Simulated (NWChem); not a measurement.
System: CH5AlBrN; SMILES [CH3][Al]([NH2])[Br]

```xyz
9

Al     0.0513     0.9726     0.0805
Br    -0.0421    -1.2849     0.4604
C     -1.5838     2.0407     0.0213
H     -1.3737     3.0997    -0.1689
H     -2.1332     1.9708     0.9677
H     -2.2577     1.6840    -0.7668
N      1.6810     1.6395    -0.1467
H      1.8838     2.6161    -0.3226
H      2.5351     1.0962    -0.1181
```
Atoms are numbered in this order, from 1.

Level: B3LYP/6-31G* (spherical d) (NWChem), optimised geometry, unscaled harmonic frequencies. This build's default masses of Se (78.918 u) and Br (79.917 u) are each other's, which moves their modes by up to 0.6 %. B3LYP is NWChem's, with the RPA form of VWN correlation.

Q: List the harmonic frequencies with IR intensities, and the thermochemistry.

A: 
```tsv
frequency (cm⁻¹)	IR intensity (km/mol)
63	0.1
140	3.2
166	1.6
189	11.1
359	36.0
368	41.0
412	168.4
612	5.3
660	34.9
704	30.1
766	193.5
850	123.4
1281	14.5
1487	2.7
1492	1.0
1606	55.4
3044	4.1
3117	6.6
3121	11.7
3568	23.4
3660	19.3
```

| Item | Result |
|---|---|
| zero-point energy | 39.5 kcal/mol |
| thermal correction to the enthalpy at 298.15 K (with zero-point energy) | 44.6 kcal/mol |
| heat capacity Cv | 22.5 cal/(mol K) |
| entropy at 298.15 K and 1 atm (symmetry number 1) | 84.8 cal/(mol K) |
| dipole moment | 2.88 D |

Rigid rotor and harmonic oscillator; modes under 100 cm⁻¹ make the entropy uncertain.
